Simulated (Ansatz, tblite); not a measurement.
Cost and result up the ladder for La(NH2)3 (LaN3H6) (10 atoms). The state is a singlet with charge 0. Geometry: r2SCAN-D4/def2-SVP.

```xyz
10

La   -0.153   -0.311    0.247
N    -1.909   -0.135   -1.253
H    -2.006   -0.609   -2.155
H    -2.712    0.499   -1.202
N     0.067    1.362    1.835
H     0.900    1.591    2.385
H    -0.613    2.088    2.074
N     1.787   -1.336   -0.495
H     1.917   -1.880   -1.352
H     2.722   -1.268   -0.084
```

Ansatz on 4 threads of Arm Neoverse V1 on a shared host; xTB runs through tblite on one thread. Times are rough, summed over both states, and most runs start from the orbitals of an earlier one. PBE0-D4/def2-TZVP serves as the yardstick here, not as an exact answer. The other state is a triplet.

In the def2 sets La takes a core potential; there is no spin–orbit coupling. The xTB rows come from tblite.

xTB has no spin-polarisation term.

```
              level  functions  wall time  vertical triplet (eV)  difference from PBE0-D4/def2-TZVP (eV)
           GFN2-xTB         27    0.009 s                   1.08                                   -2.38
           GFN1-xTB         33    0.017 s                   0.92                                   -2.53
   PBE-D4/def2-TZVP        169      4.6 s                   2.94                                   -0.52
  PBE0-D4/def2-TZVP        169      5.9 s                   3.46                                    0.00
r2SCAN-D4/def2-TZVP        169       10 s                   3.09                                   -0.37
```
